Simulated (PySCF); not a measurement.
This PySCF input asks for the NMR shieldings of `InChI=1S/C5H7F3Ge/c1-3-4(2)9-5(6,7)8/h3H,1-2,9H2`; the geometry comes from GFN2-xTB.

```python
import basis_set_exchange as bse
import numpy as np
from pyscf import gto, dft
from pyscf.prop import nmr

atoms = """
C     1.373629   -0.553184   -1.646562
C     1.662885    0.221424   -0.608581
C     0.861714    0.301248    0.599214
C     1.186434    1.123878    1.598415
Ge   -0.776745   -0.776566    0.779508
C    -2.206400   -0.015698   -0.415589
F    -2.025014   -0.280528   -1.721717
F    -2.289207    1.323794   -0.307992
F    -3.423078   -0.498258   -0.098634
H     1.990532   -0.578377   -2.528265
H     0.498616   -1.188753   -1.654699
H     2.543217    0.852518   -0.627046
H     2.055247    1.762329    1.549754
H     0.594144    1.185308    2.497809
H    -1.351839   -0.637484    2.159505
H    -0.701733   -2.232707    0.413469
"""
names = dict.fromkeys(["C", "Ge", "F", "H"], "pcSseg-1")
basis = {el: gto.basis.parse(bse.get_basis(n, elements=[el], fmt="nwchem")) for el, n in names.items()}
mol = gto.M(atom=atoms, basis=basis, charge=0, verbose=0)
mf = dft.RKS(mol, xc="PBE0")
mf.grids.level = 2
mf.grids.alignment = dft.numint.BLKSIZE   # the property module wants whole blocks of grid points
mf.conv_tol = 1e-9
mf.kernel()

calc = nmr.RKS(mf)   # GIAO
C = mf.mo_coeff
Co = C[:, mf.mo_occ > 0]
resp = mf.gen_response(singlet=True, hermi=2)
def vind(x):   # induced exchange potential for any number of trial vectors
    d = np.einsum("pi,xij,qj->xpq", C, 2 * x.reshape(-1, C.shape[1], Co.shape[1]), Co, optimize=True)
    return np.einsum("xpq,pi,qj->xij", resp(d - d.transpose(0, 2, 1)), C, Co, optimize=True).ravel()
mo1, _ = nmr.rhf.solve_mo1(calc, with_cphf=vind)
sigma = calc.kernel(mo1)
for i, s in enumerate(sigma):   # ppm
    w = np.linalg.eigvalsh((s + s.T) / 2)
    print("%2d %-2s iso %8.1f  s11 %8.1f  s22 %8.1f  s33 %8.1f" % (i, mol.atom_pure_symbol(i), w.mean(), *w))
```

Task: What are the results?

Result: 
```
 0 C  iso     56.8  s11    -47.2  s22     59.7  s33    157.8
 1 C  iso     39.3  s11    -69.8  s22     45.5  s33    142.2
 2 C  iso     35.3  s11    -65.0  s22     23.4  s33    147.4
 3 C  iso     46.4  s11    -63.7  s22     55.4  s33    147.4
 4 Ge iso   1484.2  s11   1407.4  s22   1480.6  s33   1564.6
 5 C  iso     46.7  s11     41.3  s22     42.4  s33     56.3
 6 F  iso    237.3  s11    142.8  s22    240.7  s33    328.6
 7 F  iso    235.5  s11    136.0  s22    243.1  s33    327.4
 8 F  iso    237.0  s11    138.7  s22    243.6  s33    328.7
 9 H  iso     25.9  s11     24.3  s22     25.1  s33     28.4
10 H  iso     25.9  s11     22.5  s22     25.0  s33     30.2
11 H  iso     24.8  s11     23.3  s22     24.0  s33     27.2
12 H  iso     25.4  s11     22.4  s22     24.6  s33     29.3
13 H  iso     25.8  s11     22.1  s22     23.6  s33     31.6
14 H  iso     27.5  s11     21.2  s22     22.9  s33     38.3
15 H  iso     26.8  s11     21.5  s22     21.5  s33     37.6
```

These numbers come from an equivalent density-fitted implementation of the same equations, which agrees with the script to about 0.01 ppm for H and up to a few tenths of a ppm for heavy atoms, so last digits may differ.

Relativistic effects, spin–orbit coupling among them, are left out; they matter for Ge and for the light atoms bonded to it.

Size and cost of the density-fitted run: 212 basis functions, 37 s wall time on 1 thread of an x86-64 server CPU, shared host.
